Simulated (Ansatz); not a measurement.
`[SiH3][O][GaH2]` + `[OH][GaH][Br]` → `[SiH3][O][GaH][Br]` + `[OH][GaH2]` at 600 K and 1 bar (ligand exchange at the Si–O bond).

Computed with Ansatz on PBE0-D4/def2-TZVP structures; ΔE is electronic, products minus reactants. CCSD(T)/CBS adds triple-zeta CCSD(T) − MP2 to the extrapolated MP2 energy (def2 sets, frozen cores). For Br, Ga outer-core shells are correlated without core-valence functions, which leaves a few kJ/mol of doubt a bond. Scalar relativity is left out up to krypton. One conformer a species, not always the lowest.

```
             species  CCSD(T)/CBS energy (Eh)  H − E (kJ/mol)  S (J/(mol·K))
   `[SiH3][O][GaH2]`              -2291.24790           163.6          406.9
     `[OH][GaH][Br]`              -4573.71961            95.5          366.0
`[SiH3][O][GaH][Br]`              -4864.03713           155.7          463.4
        `[OH][GaH2]`              -2000.92981           103.5          310.5
```

H − E and S are ideal-gas, rigid-rotor, harmonic terms from PBE0-D4/def2-TZVP, for one conformer and one mirror image of each species. 1 Eh = 2625.50 kJ/mol, R = 8.31446 J/(mol·K).

Problem. By hand: ΔE, ΔH, ΔS and ΔG.

Solution. ΔE = (-4864.03713) + (-2000.92981) − (-2291.24790) − (-4573.71961) = 0.00057 Eh = 1.5 kJ/mol. Δ(H − E) = 155.7 + 103.5 − 163.6 − 95.5 = 0.1, so ΔH = 1.6 kJ/mol. ΔS = 463.4 + 310.5 − 406.9 − 366.0 = 1.0 J/(mol·K). ΔG = 1.6 − 600 × (1.0)/1000 = 1.0 kJ/mol.

Problem. By hand: the equilibrium constant, and the temperature at which ΔG would vanish if ΔH and ΔS stayed fixed.

Solution. log₁₀ K = −ΔG/(RT ln 10) = -0.1. ΔG = 0 at ΔH/ΔS = 1600 K, though so small a ΔH makes that figure unsure.

TΔS isn't small against ΔH here. The sign of ΔG lies within the doubt. A doubt of 5 kJ/mol in ΔE shifts log₁₀ K by 0.4 here. Other conformers and mirror images would add mixing entropy, several J/(mol·K) or more a flexible species. Modes under 60 cm⁻¹, often nearly free rotors, make the harmonic entropy too high. These are equilibria of isolated gas molecules and say nothing of rates. Largest T1 diagnostic: 0.015 (customary marks: 0.02 for closed shells, 0.045 for open ones).
